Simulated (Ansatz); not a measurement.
`N[SiH2]NCO` and `OCN[SiH2]Br` differ in one atom or group.

Ansatz, PBE0-D4/def2-TZVP geometries, multiplicity 1. Each molecule was computed in one conformer, which needn't be the lowest.

Scalar relativity is left out up to krypton.

```
                                          property  `N[SiH2]NCO`
           HOMO–LUMO gap (ωB97M-V/def2-TZVPP) / eV         11.57
               LUMO energy (B3LYP/def2-TZVPP) / eV          0.38
size of the dipole moment (ωB97M-V/def2-TZVPP) / D          2.07
    size of the dipole moment (PBE/def2-TZVPP) / D          2.03
              HOMO–LUMO gap (PBE0/def2-TZVPP) / eV          7.81
                LUMO energy (PBE0/def2-TZVPP) / eV          0.69
```

Task: Give the same properties after the change, and the shifts. (Estimate.)

Result: Ansatz gave: 
| property | `OCN[SiH2]Br` | shift |
| --- | --- | --- |
| HOMO–LUMO gap (ωB97M-V/def2-TZVPP) / eV | 11.80 | 0.23 |
| LUMO energy (B3LYP/def2-TZVPP) / eV | -0.07 | -0.45 |
| size of the dipole moment (ωB97M-V/def2-TZVPP) / D | 2.93 | 0.86 |
| size of the dipole moment (PBE/def2-TZVPP) / D | 2.86 | 0.83 |
| HOMO–LUMO gap (PBE0/def2-TZVPP) / eV | 7.92 | 0.11 |
| LUMO energy (PBE0/def2-TZVPP) / eV | 0.20 | -0.49 |

With PBE0 the HOMO falls by 0.59 eV and the LUMO falls by 0.49 eV, so the gap widens by about 0.10 eV. PBE moves the HOMO by -0.57 eV and ωB97M-V by -0.55 eV. Dipoles are sizes alone; their direction can turn.

B3LYP here is the variant with VWN-RPA as its local correlation; programs differ in this.

Spin–orbit coupling is left out; it splits and shifts lone-pair levels of the heavy atoms by tenths of an eV.
